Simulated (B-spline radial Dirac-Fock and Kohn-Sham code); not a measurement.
Scattering functions of Bi²¹⁺

System: bismuth as Bi²¹⁺, configuration 1s2 2s2 2p6 3s2 3p6 3d10 4s2 4p6 4d10 4f14 5s2.

Input file task.json (cfg lists n, l and occupation; rrms is the nuclear radius in fm):

```json
{"items": [{
  "Z": 83,
  "q": 21,
  "cfg": [[1, 0, 2], [2, 0, 2], [2, 1, 6], [3, 0, 2], [3, 1, 6], [3, 2, 10], [4, 0, 2], [4, 1, 6], [4, 2, 10], [4, 3, 14], [5, 0, 2]],
  "A": 209,
  "rrms": 5.5211,
  "do": ["scatter"],
  "s": [0.0, 0.05, 0.1, 0.15, 0.2, 0.25, 0.3, 0.35, 0.4, 0.45, 0.5, 0.6, 0.7, 0.8, 0.9, 1.0, 1.1, 1.2, 1.4, 1.6, 1.8, 2.0, 2.5, 3.0, 3.5, 4.0, 5.0, 6.0],
  "pz": [0, 0.1, 0.2, 0.3, 0.4, 0.5, 0.6, 0.8, 1.0, 1.2, 1.4, 1.6, 1.8, 2.0, 2.5, 3.0, 4.0, 5.0, 7.0, 10.0, 15.0, 20.0, 30.0, 40.0, 60.0, 100.0],
  "hv_scatter": [1000, 5000, 8047.8, 17479.3, 20000, 30000, 50000, 500000]
}]}
```

Run with: `python xray_run.py task.json out`

These are calculated numbers from a radial B-spline solver; the model is Dirac-Fock orbitals of the configuration average with a finite nucleus. f₀ is the Fourier transform of the spherical electron density, S the Waller-Hartree incoherent function, and s = sin θ/λ.

```csv
s (Å⁻¹),f₀,S
0,62.000,0.000
0.05,61.850,0.137
0.1,61.402,0.540
0.15,60.669,1.184
0.2,59.669,2.030
0.25,58.425,3.035
0.3,56.967,4.151
0.35,55.327,5.338
0.4,53.539,6.560
0.45,51.637,7.793
0.5,49.656,9.020
0.6,45.577,11.425
0.7,41.523,13.759
0.8,37.658,16.023
0.9,34.090,18.210
1,30.880,20.301
1.1,28.049,22.280
1.2,25.593,24.142
1.4,21.706,27.553
1.6,18.941,30.643
1.8,16.976,33.486
2,15.525,36.088
2.5,12.871,41.415
3,10.607,45.186
3.5,8.624,47.918
4,7.096,50.029
5,5.348,53.134
6,4.508,55.274
```

f₀ starts at the number of electrons, 62, and has fallen to half at s ≈ 1.00 Å⁻¹. The sum of ⟨r²⟩ over the electrons is 8.182 bohr².
